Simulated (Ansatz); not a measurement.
Reaction (ligand exchange at a Ga–Cl bond): `[F][Ga]([Cl])[SeH]` + H₂S → `[F][Ga]([SH])[SeH]` + HCl

Isolated molecules relaxed with PBE0-D4/def2-TZVP in Ansatz; ΔE leaves out vibrations. CCSD(T)/CBS adds triple-zeta CCSD(T) − MP2 to the extrapolated MP2 energy (def2 sets, frozen cores). This one scheme is used for every species. Functionals use def2-TZVPP. B3LYP here is the variant with VWN-RPA as its local correlation; programs differ in this. HSE06 is defined as in plane-wave codes. For Ga, Se outer-core shells are correlated without core-valence functions, which leaves a few kJ/mol of doubt a bond. Scalar relativity is left out up to krypton. Each species was taken in one conformer, which may not be the lowest.

```json
{"level": "LDA (SPW92)", "ΔE (kJ/mol)": "16.0", "difference from CCSD(T)/CBS": "-4.9"}
{"level": "PBE-D4", "ΔE (kJ/mol)": "18.1", "difference from CCSD(T)/CBS": "-2.8"}
{"level": "revPBE-D4", "ΔE (kJ/mol)": "18.3", "difference from CCSD(T)/CBS": "-2.6"}
{"level": "BLYP-D4", "ΔE (kJ/mol)": "21.2", "difference from CCSD(T)/CBS": "0.3"}
{"level": "r2SCAN-D4", "ΔE (kJ/mol)": "22.4", "difference from CCSD(T)/CBS": "1.5"}
{"level": "B97M-V", "ΔE (kJ/mol)": "25.1", "difference from CCSD(T)/CBS": "4.2"}
{"level": "PBE0-D4", "ΔE (kJ/mol)": "20.6", "difference from CCSD(T)/CBS": "-0.3"}
{"level": "B3LYP-D4", "ΔE (kJ/mol)": "23.1", "difference from CCSD(T)/CBS": "2.2"}
{"level": "r2SCANh-D4", "ΔE (kJ/mol)": "22.9", "difference from CCSD(T)/CBS": "2.0"}
{"level": "r2SCAN0-D4", "ΔE (kJ/mol)": "23.6", "difference from CCSD(T)/CBS": "2.7"}
{"level": "BHLYP-D4", "ΔE (kJ/mol)": "26.6", "difference from CCSD(T)/CBS": "5.7"}
{"level": "ωB97X-V", "ΔE (kJ/mol)": "25.6", "difference from CCSD(T)/CBS": "4.7"}
{"level": "ωB97M-V", "ΔE (kJ/mol)": "24.4", "difference from CCSD(T)/CBS": "3.5"}
{"level": "B2PLYP", "ΔE (kJ/mol)": "24.8", "difference from CCSD(T)/CBS": "3.9"}
{"level": "PBE-QIDH", "ΔE (kJ/mol)": "23.3", "difference from CCSD(T)/CBS": "2.4"}
{"level": "PBE", "ΔE (kJ/mol)": "19.5", "difference from CCSD(T)/CBS": "-1.4"}
{"level": "BLYP", "ΔE (kJ/mol)": "23.9", "difference from CCSD(T)/CBS": "3.0"}
{"level": "r2SCAN", "ΔE (kJ/mol)": "22.8", "difference from CCSD(T)/CBS": "1.9"}
{"level": "PBE0", "ΔE (kJ/mol)": "21.9", "difference from CCSD(T)/CBS": "1.0"}
{"level": "B3LYP", "ΔE (kJ/mol)": "25.4", "difference from CCSD(T)/CBS": "4.5"}
{"level": "r2SCANh", "ΔE (kJ/mol)": "23.3", "difference from CCSD(T)/CBS": "2.4"}
{"level": "r2SCAN0", "ΔE (kJ/mol)": "24.1", "difference from CCSD(T)/CBS": "3.2"}
{"level": "HSE06", "ΔE (kJ/mol)": "22.0", "difference from CCSD(T)/CBS": "1.1"}
{"level": "BHLYP", "ΔE (kJ/mol)": "29.0", "difference from CCSD(T)/CBS": "8.1"}
{"level": "CAM-B3LYP", "ΔE (kJ/mol)": "26.5", "difference from CCSD(T)/CBS": "5.6"}
{"level": "LC-ωPBE", "ΔE (kJ/mol)": "23.5", "difference from CCSD(T)/CBS": "2.6"}
{"level": "RPA@PBE/def2-TZVPP", "ΔE (kJ/mol)": "22.5", "difference from CCSD(T)/CBS": "1.6"}
{"level": "HF/def2-SVP", "ΔE (kJ/mol)": "39.0", "difference from CCSD(T)/CBS": "18.1"}
{"level": "MP2/def2-SVP", "ΔE (kJ/mol)": "27.7", "difference from CCSD(T)/CBS": "6.8"}
{"level": "CCSD/def2-SVP", "ΔE (kJ/mol)": "29.9", "difference from CCSD(T)/CBS": "9.0"}
{"level": "CCSD(T)/def2-SVP", "ΔE (kJ/mol)": "28.6", "difference from CCSD(T)/CBS": "7.7"}
{"level": "HF/def2-TZVPP", "ΔE (kJ/mol)": "36.6", "difference from CCSD(T)/CBS": "15.7"}
{"level": "MP2/def2-TZVPP", "ΔE (kJ/mol)": "22.0", "difference from CCSD(T)/CBS": "1.1"}
{"level": "CCSD/def2-TZVPP", "ΔE (kJ/mol)": "24.7", "difference from CCSD(T)/CBS": "3.8"}
{"level": "CCSD(T)/def2-TZVPP", "ΔE (kJ/mol)": "22.8", "difference from CCSD(T)/CBS": "1.9"}
{"level": "HF/def2-QZVPP", "ΔE (kJ/mol)": "37.3", "difference from CCSD(T)/CBS": "16.4"}
{"level": "MP2/def2-QZVPP", "ΔE (kJ/mol)": "21.1", "difference from CCSD(T)/CBS": "0.2"}
{"level": "SCS-MP2/def2-QZVPP", "ΔE (kJ/mol)": "24.2", "difference from CCSD(T)/CBS": "3.3"}
{"level": "HF/CBS(def2)", "ΔE (kJ/mol)": "37.4", "difference from CCSD(T)/CBS": "16.5"}
{"level": "MP2/CBS(def2)", "ΔE (kJ/mol)": "20.1", "difference from CCSD(T)/CBS": "-0.8"}
{"level": "CCSD(T)/CBS", "ΔE (kJ/mol)": "20.9", "difference from CCSD(T)/CBS": "0"}
```

Largest T1 diagnostic among the species: 0.012.

At CCSD(T), def2-SVP lies +7.7 kJ/mol from the extrapolated value and def2-TZVPP +1.9 kJ/mol. From BLYP to BHLYP (50 % exact exchange), in def2-TZVPP and without D4, ΔE moves by +5.0 kJ/mol.

CCSD(T)/CBS has its own doubt, a few kJ/mol and more with outer-core shells, so smaller differences from it don't rank the levels.
